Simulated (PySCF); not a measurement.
NICS in isomers of C8H7O2P.

NICS = −σ at a ghost point: NICS(0) at the centroid of the ring atoms, NICS(1) 1 Å to either side along the normal of their mean plane, zz for the tensor component along that normal. Level: GIAO PBE0/pcSseg-1 (PySCF, non-relativistic, gas phase) on the GFN2-xTB geometries, one conformer each. Atom numbers follow the mapped SMILES.

Question: Order these rings by mean NICS(1)zz, lowest (most negative) first (ppm).
A. ring C3–C4–C5–C6–C10–C11 in `[CH3:1][O:2][c:3]1[cH:4][cH:5][c:6]([P:7]=[C:8]=[O:9])[cH:10][cH:11]1`
B. ring C3–O4–C5–C10–P11 in `[CH3:1][O:2][c:3]1[o:4][c:5]2[cH:6][cH:7][cH:8][cH:9][c:10]2[p:11]1`
C. ring C6–C7–C8–C9–C10–C11 in `[CH:1]#[C:2][P@:3](=[O:4])([OH:5])[c:6]1[cH:7][cH:8][cH:9][cH:10][cH:11]1`
D. ring C2–C3–C4–P7–C8–C11 in `[CH3:1][c:2]1[cH:3][c:4]([CH:5]=[O:6])[p:7][c:8]([CH:9]=[O:10])[cH:11]1`

Answer: C (-28.8), A (-25.0), D (-22.6), B (-17.1).

```json
{"SMILES": "C#C[P@](=O)(O)c1ccccc1", "ring": "6-membered carbocycle; formal bonds all aromatic", "NICS(0)": "-8.7", "NICS(1)": "-11.6", "NICS(1)zz": "-28.8", "HOMA": "1.00", "rms pucker (Å)": "0.00", "ring atoms with four or more neighbours": "0"}
{"SMILES": "COc1ccc(P=C=O)cc1", "ring": "6-membered carbocycle; formal bonds all aromatic", "NICS(0)": "-8.5", "NICS(1)": "-10.4", "NICS(1)zz": "-25.0", "HOMA": "0.99", "rms pucker (Å)": "0.00", "ring atoms with four or more neighbours": "0"}
{"SMILES": "Cc1cc(C=O)pc(C=O)c1", "ring": "6-membered ring with P; formal bonds all aromatic", "NICS(0)": "-6.3", "NICS(1)": "-9.9", "NICS(1)zz": "-22.6", "HOMA": "0.86", "rms pucker (Å)": "0.00", "ring atoms with four or more neighbours": "0"}
{"SMILES": "COc1oc2ccccc2p1", "ring": "5-membered ring with O and P; formal bonds all aromatic", "NICS(0)": "-9.2", "NICS(1)": "-8.6", "NICS(1)zz": "-17.1", "HOMA": "0.29", "rms pucker (Å)": "0.00", "ring atoms with four or more neighbours": "0"}
```

NICS(0) gives another order. The isotropic NICS(1) gives the same order. Over the 4 rings with a HOMA value its correlation coefficient with NICS(1)zz is -0.92. HOMA uses Krygowski's 1993 parameters. NICS(1) and NICS(1)zz are means over the two faces.
